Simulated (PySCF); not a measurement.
PySCF job for 2-pyridin-2-yl-1,3-thiazole (C8H6N2S), SMILES c1ccc(-c2nccs2)nc1, PBE/pcSseg-1. Geometry: PBE0-D3(BJ)/def2-SVP. One conformer was computed; it need not be the lowest.

```python
import numpy as np
from pyscf import gto, scf, dft
from pyscf.prop.nmr import rks as nmr

mol = gto.M(
    atom='''
    C    -3.39381043    0.37981252    0.33802680
    C    -2.86085321   -0.56655081   -0.53273535
    C    -1.47970291   -0.68149745   -0.63196866
    C    -0.67265643    0.16054245    0.14832380
    C     0.79799667    0.08264549    0.08319943
    N     1.61426766    0.81576521    0.78222446
    C     2.91035237    0.51942233    0.50911431
    C     3.11443884   -0.46547022   -0.42254454
    S     1.60465365   -1.04761909   -0.98320018
    N    -1.18606232    1.06698899    0.98242862
    C    -2.50453199    1.16864109    1.07027141
    H    -4.47221970    0.50749993    0.45077339
    H    -3.51211894   -1.20988334   -1.12899649
    H    -1.03318456   -1.41625161   -1.30633361
    H     3.70929801    1.05712298    1.02328268
    H     4.05491136   -0.86611822   -0.79670971
    H    -2.88597942    1.92498390    1.76649167
    ''',
    basis='pcSseg-1',
    charge=0,
    spin=0,
    max_memory=1600,
    verbose=3,
)
mf = dft.RKS(mol, xc='pbe').density_fit(auxbasis='def2-universal-jkfit')
mf.grids.level = 3
mf.conv_tol = 1e-10
mf.max_cycle = 100
mf.kernel()
n = nmr.NMR(mf)
n.verbose = 2
n.max_cycle_cphf = 60
sigma = n.kernel()
print('atom   isotropic/ppm   span/ppm')
for i, s in enumerate(sigma):
    w = np.linalg.eigvalsh((s + s.T) / 2)
    print(f'{mol.atom_symbol(i):2s}{i + 1:3d} {w.mean():14.3f} {w[2] - w[0]:11.3f}')
```

Program output:

```
converged SCF energy = -815.410777473129
atom   isotropic/ppm   span/ppm
C   1         54.304     220.987
C   2         41.809     239.977
C   3         55.284     204.134
C   4         26.823     196.919
C   5         12.215      94.385
N   6        -97.239     619.428
C   7         33.056     134.959
C   8         56.028     157.038
S   9        218.639     365.194
N  10        -89.960     706.158
C  11         26.601     213.278
H  12         24.248       4.990
H  13         23.608       6.304
H  14         23.441      11.506
H  15         23.305       7.289
H  16         24.159       5.345
H  17         22.375       7.869
```

Self-consistency was reached.

Cost: about 3.0 core-minutes (a rough figure).
